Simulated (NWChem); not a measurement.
C2H7BFN; SMILES CN(C)BF

```xyz
12

B      0.7251     0.8418     0.0000
H      1.9328     0.8925     0.0000
F      0.0276     1.9850     0.0000
N      0.0524    -0.3824     0.0000
C     -1.3873    -0.4818     0.0000
C      0.7539    -1.6408     0.0000
H     -1.7504    -1.0249    -0.8910
H     -1.7504    -1.0249     0.8910
H     -1.8317     0.5215     0.0000
H      0.4999    -2.2439     0.8906
H      0.4999    -2.2439    -0.8906
H      1.8384    -1.4683     0.0000
```
Atoms are numbered in this order, from 1.

Computed with NWChem. The geometry was optimised at PBE0/def2-SVP. GIAO values for the isolated, static molecule; σ is the absolute isotropic shielding, δ = σ(reference) − σ with the isolated reference molecule computed at the same levels (11B: boron trifluoride, 13C: tetramethylsilane, 19F: trichlorofluoromethane, 1H: tetramethylsilane, 15N: ammonia).

Task: What does the run give for PBE/pcSseg-1? Quantities: δ B1 (ppm); δ H2 (ppm); δ F3 (ppm); δ N4 (ppm); δ C5 (ppm); δ C6 (ppm); δ H7 (rotor mean) (ppm).

Result: 
* **δ B1 (ppm)**: 13.6
* **δ H2 (ppm)**: 4.40
* **δ F3 (ppm)**: -116.4
* **δ N4 (ppm)**: 113.6
* **δ C5 (ppm)**: 35.0
* **δ C6 (ppm)**: 40.3
* **δ H7 (rotor mean) (ppm)**: 2.71
